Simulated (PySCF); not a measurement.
## State search for PbH

Unrestricted PBE0; PySCF, scalar-relativistic core potentials, basis sets H cc-pVTZ, Pb cc-pVTZ-PP with ECP60. Outer shells of the fragments: H 1s1; Pb 5d10 6s2 6p2.

Followed along the bond (rough minima from three points):

```json
{"2Ms+1": "2", "unpaired": "π ↑", "⟨S²⟩ at the start": "0.75", "R at minimum (Å)": "1.86", "Te (eV)": "0.00"}
{"2Ms+1": "4", "unpaired": "σ ↑, π ↑↑", "⟨S²⟩ at the start": "3.76", "R at minimum (Å)": "none in the scan", "Te (eV)": "≤ 2.16"}
```

Solutions found at the starting distance of 1.715 Å, counted from the lowest of them; the search is not exhaustive and high or unbound solutions are not listed, so other states can lie among these:

| 2Ms+1 | unpaired | term | E (eV) | ⟨S²⟩ | ⟨Lz²⟩ | μ (D) |
| --- | --- | --- | --- | --- | --- | --- |
| 2 | π ↑ | ²Π | 0.00 | 0.75 | 1.00 | 0.55 |
| 4 | σ ↑, π ↑↑ | ⁴Σ⁻ | 2.20 | 3.76 | 0.00 | -0.32 |
| 2 | σ ↓, π ↑↑ | mixed | 2.63 | 1.77 | 0.00 | -0.39 |
| 2 | σ ↑, π ↑↓ | mixed | 2.71 | 1.76 | 2.02 | -0.37 |
| 2 | σ ↑ | mixed | 3.47 | 0.76 | 2.01 | -0.38 |
| 4 | σ ↑↑, π ↑ | ⁴Π | 5.72 | 3.75 | 1.00 | -2.02 |

A term symbol is given only where ⟨S²⟩ and ⟨Lz²⟩ are close to those of a pure state; real π, δ and φ orbitals otherwise mix terms. A positive dipole means H(−)Pb(+).

These are scalar-relativistic numbers at best; spin–orbit coupling would shift them, the dissociation energy most. Counting both spins, an empty level lies below a filled one in some of these solutions, because spin and occupation are held.
